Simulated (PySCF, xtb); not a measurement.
ZrOCl, SMILES [O]=[Zr][Cl] (connectivity only; charge and spin as stated), neutral, multiplicity 2.

Harmonic wavenumbers (cm⁻¹) from GFN2-xTB (xtb) at its own minimum, in rising order: 116, 379, 815.

**Question.** What does B3LYP-D3(BJ)/def2-TZVP in PySCF 2.14.0 give at its own minimum? (The exact figures need the calculation; the answer reports its results.)

**Answer.** 175, 383, 967. Paired by order, the mean absolute difference is 72 cm⁻¹ and the zero-point energies are 1.9 and 2.2 kcal/mol.
